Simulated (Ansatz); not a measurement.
A made-up structure of HSeSO (charge -1), singlet:

```
4
angstrom
O -0.3166 0.8338 1.7595
S -1.0259 0.1232 0.6042
Se 0.2237 0.1079 -1.2911
H -2.0542 -0.2884 1.3934
```

It is relaxed with PBE-D4/def2-SVPD and then PBE0-D4/def2-TZVPD (Ansatz 0.2.0). Atoms count as bonded within 1.22 times the sum of their covalent radii (H–H: 0.88 Å). The end point is not checked to be a true minimum.

Question: Does its bonding change? (A judgement: the text doesn't fix the answer.)

Answer: The calculation gives: No: no bond forms or breaks.

Where it ends: The first stage lowers the energy by 2.23 eV in 9 steps. It ends as HSeSO ([O][SH][Se]), total charge -1:
O1  (-0.254, 0.875, 1.888)
S2  (-1.112, 0.629, 0.682)
Se3  (-0.042, -0.173, -1.063)
H4  (-1.764, -0.554, 0.959)
(Å)

Labels in which every atom is bracketed show which atoms are joined, not bond orders.

For scale, one of the runs: PBE0-D4/def2-TZVPD relaxation, 152 basis functions, launched by `ansatz run in.yaml --threads 2 --pin off --events-out ev --progress --plain --max-ram 4352MiB`. Hardware: 2 CPU threads of an Intel Xeon, shared host. Wall time about 52 s.
